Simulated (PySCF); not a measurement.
# How methods differ on the ionisation energy of Zr

Zr [Kr] 4d2 5s2 (3F) → Zr⁺ [Kr] 4d2 5s1 (4F), as a difference of total energies. All numbers are calculated (PySCF 2.14, scalar relativity by spin-free X2C-1e, in x2c-TZVPPall with one added diffuse shell each of s, p, d, f type (9s7p7d3f1g, 95 functions)). Correlated levels: valence and next inner shell: [Ar] 3d10 frozen. The calculations carry no spin-orbit coupling.

Order these methods by the ionisation energy they give, lowest first.
A. MP2 (valence and next inner shell)
B. CCSD(T) (valence and next inner shell)
C. SCS-MP2 (valence and next inner shell)
D. UHF

D (5.188 eV), A (6.373 eV), C (6.465 eV), B (6.565 eV).

Errors of the correlated levels include the incompleteness of this basis and the frozen core.

For comparison: 6.639 eV (measured; NIST levels, between the centres of gravity of the two terms).
